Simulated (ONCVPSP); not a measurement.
## Transferability test, ONCV potential for tellurium (Te)

| Quantity | Value |
| --- | --- |
| Element | tellurium (Te) |
| Generator | ONCVPSP 4.0.1 |
| Type | optimised norm-conserving Vanderbilt (ONCV) |
| Functional | PBEsol |
| Relativity | scalar-relativistic |
| Frozen core | [Ar] 3d10 |
| Valence charge | 24 |
| Reference configuration | 4s2 4p6 4d10 5s2 5p3.5 (charge +0.5) |
| Partial waves | 4s+5s: rc 1.10 bohr, ncon 3, nbas 6, qcut 11 1/bohr, 2 projectors; 4p+5p: rc 1.10 bohr, ncon 4, nbas 7, qcut 11.9 1/bohr, 2 projectors; 4d: rc 1.45 bohr, ncon 3, nbas 8, qcut 9.7 1/bohr, 2 projectors, debl 3.3 Ha |
| Local potential | polynomial inside 0.90 bohr (lpopt 3, dvloc0 1 Ha) |
| Core correction | Teter function fitted to the true core (icmod 2), fcfact 0.6 |

Energies are relative to the spin-unpolarised reference configuration 4s2 4p6 4d10 5s2 5p3.5; without spin polarisation the order of configurations can differ from experiment.

| valence configuration | charge | ΔE all-electron (eV) | error AE − PS (meV) |
| --- | --- | --- | --- |
| 4s2 4p6 4d10 5s2 5p3 | +1 | 5.846 | -1.1 |
| 4s2 4p6 4d10 5s2 5p2 | +2 | 23.815 | -5.0 |
| 4s2 4p6 4d9 5s2 5p5 | 0 | 34.273 | +44 |

Q: What are ΔE and the potential's error for 4s2 4p6 4d10 5s2 5p4?

A: ΔE = -3.907 eV all-electron; the error (AE − PS) is +0.7 meV.

Levels in the configuration 4s2 4p6 4d10 5s2 5p4:

```json
{"level": "4s", "all-electron (eV)": "-164.146", "pseudo (eV)": "-164.144"}
{"level": "4p", "all-electron (eV)": "-114.233", "pseudo (eV)": "-114.233"}
{"level": "4d", "all-electron (eV)": "-41.588", "pseudo (eV)": "-41.590"}
{"level": "5s", "all-electron (eV)": "-15.152", "pseudo (eV)": "-15.151"}
{"level": "5p", "all-electron (eV)": "-5.968", "pseudo (eV)": "-5.967"}
```
